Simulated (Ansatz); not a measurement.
Program: Ansatz. Geometries: PBE0-D4/def2-TZVP. ΔE: electronic, gas phase. CCSD(T)/CBS is the MP2 limit (def2-TZVPP, def2-QZVPP) plus CCSD(T) − MP2 in def2-TZVPP, frozen cores. DFT in def2-TZVPP. HSE06 is defined as in plane-wave codes. Elements past krypton have def2 core potentials. For Y outer-core shells are correlated without core-valence functions, which leaves a few kJ/mol of doubt a bond.

Reaction (redistribution): `FC(F)(F)[SiH2]Cl` + `[CH3][Y]([CH3])[Cl]` → `C[SiH2]C(F)(F)F` + `[CH3][Y]([Cl])[Cl]`

`FC(F)(F)[SiH2]Cl`:

Cartesian coordinates in Å:
```
F 1.245 0.571 -1.340
C 0.184 0.782 -0.548
F -0.844 1.130 -1.346
F 0.465 1.845 0.220
Si -0.295 -0.777 0.488
Cl 1.289 -1.264 1.671
H -1.463 -0.417 1.316
H -0.581 -1.871 -0.462
```

`[CH3][Y]([CH3])[Cl]`:

```xyz
10

C     1.405   -0.741    1.086
Y     0.575    0.206   -0.871
C    -1.575    1.003   -0.473
Cl    0.898   -1.100   -2.936
H     1.438   -0.025    1.920
H     2.406   -1.181    0.998
H     0.740   -1.552    1.414
H    -2.141    0.258    0.105
H    -1.585    1.920    0.134
H    -2.162    1.210   -1.376
```

`C[SiH2]C(F)(F)F`:

```xyz
11

C     0.942   -0.820    1.000
Si    0.560    0.109   -0.564
C    -1.288    0.674   -0.498
F    -2.130   -0.375   -0.389
F    -1.663    1.359   -1.592
F    -1.531    1.471    0.562
H     1.981   -1.157    1.004
H     0.298   -1.697    1.094
H     0.786   -0.183    1.873
H     1.360    1.349   -0.710
H     0.687   -0.731   -1.780
```

`[CH3][Y]([Cl])[Cl]`:

```xyz
7

C    -1.070   -0.256    0.187
Y     1.172    0.133   -0.228
Cl    2.646    0.055    1.733
Cl    1.689    0.998   -2.466
H    -1.565   -0.802   -0.627
H    -1.250   -0.818    1.112
H    -1.622    0.690    0.289
```

Is it downhill or uphill in electronic energy at CCSD(T)/CBS, and by how much? (An estimate is asked.)

The calculation gave: Downhill: ΔE = -173.7 kJ/mol.

What do these levels give: revPBE-D4, r2SCAN-D4, PBE0-D4, HSE06-D4, BHLYP-D4, ωB97X-V, B2PLYP, PBE-QIDH, r2SCAN, CCSD/def2-TZVPP, MP2/def2-QZVPP, HF/CBS(def2)? (Estimate.)

Ansatz gave: revPBE-D4 -163.1, r2SCAN-D4 -172.0, PBE0-D4 -171.4, HSE06-D4 -171.0, BHLYP-D4 -179.9, ωB97X-V -176.2, B2PLYP -174.4, PBE-QIDH -176.1, r2SCAN -172.1, CCSD/def2-TZVPP -175.2, MP2/def2-QZVPP -173.1, HF/CBS(def2) -191.0 kJ/mol.

Largest T1 diagnostic among the species: 0.012.

From r2SCAN to r2SCAN0 (25 % exact exchange), in def2-TZVPP and without D4, ΔE moves by −3.8 kJ/mol. At CCSD(T), def2-SVP lies −20.7 kJ/mol from the extrapolated value and def2-TZVPP +0.4 kJ/mol.
